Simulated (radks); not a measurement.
Values are calculated unless marked as measured or tabulated.
Problem. All-electron atom: K I in [Ar] 4s1 (the NIST ground configuration). Code: a radial shooting solver on a logarithmic mesh with Libxc functionals. Model: Dirac Kohn-Sham, PBE, spin-unpolarised, spherical densities, finite nucleus; Fermi nuclear charge, rms radius 3.4349 fm. Some entries of the table are withheld. Estimate them.

orbital  occ.  eigenvalue (hartree)  <r> (bohr)  <1/r> (bohr^-1)
1s1/2       2             -129.4232     0.08105            18.72
2s1/2       2             -12.98521      0.3875            3.806
2p1/2       2             -10.36285      0.3489            3.726
2p3/2       4             -10.25657      0.3513            3.691
3s1/2       2              -1.29870       1.269            1.099
3p1/2       2                   (1)       1.429           0.9600
3p3/2       4                   (2)       1.438           0.9529
4s1/2       1              -0.08522       5.007           0.2554
4p1/2       0                   (3)       7.111           0.1769
4p3/2       0                   (4)       7.140           0.1761

Solution. 
(1) 3p1/2 eigenvalue (hartree): -0.69785
(2) 3p3/2 eigenvalue (hartree): -0.68805
(3) 4p1/2 eigenvalue (hartree): -0.02975
(4) 4p3/2 eigenvalue (hartree): -0.02948
